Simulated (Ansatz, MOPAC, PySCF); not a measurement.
Complex: H2S (SMILES S) (first 3 atoms) with CH4S (SMILES CS); geometry from B3LYP-D3(BJ)/def2-TZVP, rigid monomers moved along the line of their centres of mass till H2···S5 is 2.36 Å.
(charge 0, multiplicity 1):
| atom | x (Å) | y (Å) | z (Å) |
|---|---|---|---|
| S | 0.5962 | 0.3913 | 0.2288 |
| H | 0.1610 | 0.8061 | 1.4381 |
| H | -0.6388 | 0.0438 | -0.1665 |
| C | -0.2085 | -1.1863 | 3.4254 |
| S | -0.2584 | 0.6062 | 3.7566 |
| H | 0.1995 | -1.7283 | 4.2752 |
| H | -1.2421 | -1.4934 | 3.2750 |
| H | 0.3587 | -1.3991 | 2.5217 |
| H | 1.0612 | 0.7799 | 3.9373 |

Interaction energies are E(AB) − E(A) − E(B) at the monomers' geometry in the complex; basis-set methods are counterpoise corrected. Rows marked so take none.

Rows in 3-21G carry no dispersion term and start afresh at each structure. The state that AM1 reach isn't checked.

Codes used: Ansatz (Gaussian basis) for Hartree–Fock, density functionals and correlated methods; MOPAC for AM1 (differences of heats of formation); PySCF for 3-21G rows, the dispersion terms. 

Task: One of these levels gives 3.16 kcal/mol for the interaction energy. Which?
A. PBE-D4/def2-TZVPPD
B. HF/3-21G (no counterpoise)
C. HF/aug-cc-pV(D+d)Z
D. AM1

Result: C, HF/aug-cc-pV(D+d)Z. The others give -1.75 (AM1), -0.04 (HF/3-21G (no counterpoise)), -3.25 (PBE-D4/def2-TZVPPD)

Ansatz is a quantum-chemistry and plane-wave program.
